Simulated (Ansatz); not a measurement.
Input file for CH6Cl2GeSi (`[CH3][Ge]([SiH3])([Cl])[Cl]`):

```yaml
crystal:
  periodic: [false, false, false]
  atoms:
    - {symbol: C, position_ang: [-1.733905, 0.420229, 0.561647]}
    - {symbol: Ge, position_ang: [-0.039297, 0.553615, -0.370407]}
    - {symbol: Si, position_ang: [1.660946, -1.086722, -0.052560]}
    - {symbol: Cl, position_ang: [-0.479774, 0.618252, -2.488284]}
    - {symbol: Cl, position_ang: [0.819315, 2.473748, 0.138992]}
    - {symbol: H, position_ang: [-2.231561, -0.510616, 0.287398]}
    - {symbol: H, position_ang: [-2.359475, 1.265354, 0.274287]}
    - {symbol: H, position_ang: [-1.563531, 0.443295, 1.638581]}
    - {symbol: H, position_ang: [2.042145, -1.110685, 1.382534]}
    - {symbol: H, position_ang: [2.821072, -0.710422, -0.894526]}
    - {symbol: H, position_ang: [1.129564, -2.413149, -0.457062]}
basis:
  gaussian: {orbitals: def2-SVP}
correlation: {method: ccsd_t}
```

```sh
$ ansatz run in.yaml --threads 2 --pin off --events-out ev --progress --plain --max-ram 32768MiB --backend cuda --devices 0, --max-vram 18GiB
```

Output of Ansatz, abridged:

```
Functional definition: HF
1259 factors; integrals over basis functions are off by at most 1.2e-3 eV
mean field evaluation 1: about -90450.6823 eV, gradient 2.7e1 eV
mean field evaluation 2: about -90450.7118 eV, gradient 2.7e1 eV
mean field evaluation 4: about -90453.1357 eV, gradient 3.3e0 eV
mean field evaluation 8: about -90453.1759 eV, gradient 1.2e-4 eV
mean field -90453.17593788 eV, -3324.0929043522 hartree, gradient 7.7e-6 eV, S^2 0.000000; 0 other end points of the search recorded, 0 dependent functions left out
25 core orbitals not correlated: weight in the atoms' cores, before any rotation towards them, 1.000 or more for the frozen orbitals, at most 0.000 for the correlated occupied ones
reference -90453.17593788 eV, -3324.0929043522 hartree; 21, 21 occupied and 84, 84 virtual orbitals, 1259 factors
second order -19.98916086 eV of doubles, -0.00000000 eV of singles
cycle   1  -20.89727504 eV  change   -9.1e-1 eV  update   1.0e-1
cycle   2  -21.48231888 eV  change   -5.9e-1 eV  update   2.9e-2
cycle   3  -21.55350489 eV  change   -7.1e-2 eV  update   1.2e-2
cycle   4  -21.54939345 eV  change    4.1e-3 eV  update   2.8e-3
cycle   5  -21.54926235 eV  change    1.3e-4 eV  update   8.5e-4
cycle   6  -21.54878979 eV  change    4.7e-4 eV  update   2.5e-4
cycle   7  -21.54877284 eV  change    1.7e-5 eV  update   7.3e-5
cycle   8  -21.54879784 eV  change   -2.5e-5 eV  update   2.4e-5
perturbative correction -0.57059293 eV, -0.0209689036 hartree
Total energy: -90475.29532865 eV, -3324.9057769701 hartree
```

It took 5.5 s on 2 threads of an AMD EPYC 7R13 on a shared host and a share of an NVIDIA H100 80 GB, with 0.76 GiB of host memory at the peak.

Correlation energy per correlated electron: -0.527 eV. T1 diagnostic: 0.0097.
